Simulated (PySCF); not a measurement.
YbC at ROHF-SCS-MP2

Level: ROHF-SCS-MP2. Yb x2c-TZVPall, C x2c-TZVPall; spin-free X2C with a Gaussian nucleus (PySCF 2.14).

```
state                          : triplet, about 13.9 electrons in the 4f shell (Mulliken)
bond length                    : 2.244 Å
harmonic wavenumber            : 477 cm⁻¹
force constant                 : 1.51 mdyn/Å
rotational constant Be         : 0.2983 cm⁻¹
anharmonicity ωexe             : 5.23 cm⁻¹
vibration–rotation constant αe : 0.00293 cm⁻¹
```

Correlated steps freeze 19 core orbitals. These are scalar-relativistic numbers at best; spin–orbit coupling would shift them, the dissociation energy most. With d or f electrons several states lie close, and the lowest PBE0 determinant need not be the measured ground state.
